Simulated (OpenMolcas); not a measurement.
# CH5BO2 (SMILES COBO): methods side by side

CH5BO2: 9 atoms, total charge 0, spin state singlet. SMILES: `COBO`. The shape is that of a PBE0-D4/def2-TZVP optimisation. This is one conformer, not always the lowest.

Quantity: the HOMO–LUMO gap, in eV. The values are calculated.

```csv
level,kind,program,value (eV),CPU time
HF/cc-pVDZ,Hartree–Fock,OpenMolcas,17.49,10 s
SVWN5/cc-pVDZ,LDA,OpenMolcas,7.06,39 s
PBE/cc-pVDZ,GGA,OpenMolcas,7.16,48 s
M06-L/cc-pVDZ,meta-GGA,OpenMolcas,8.01,56 s
r2SCAN/cc-pVDZ,meta-GGA,OpenMolcas,7.95,58 s
B3LYP/cc-pVDZ,global hybrid,OpenMolcas,9.26,46 s
M06-2X/cc-pVDZ,hybrid meta-GGA,OpenMolcas,12.32,54 s
PBE0/cc-pVDZ,global hybrid,OpenMolcas,9.81,53 s
```

The values span 7.06 to 17.49 eV. Orbital gaps aren't excitation energies; they tend to grow with the share of exact exchange. Times are those of the runs behind each value, whatever else they computed, on shared processors of several kinds: orders of magnitude only.
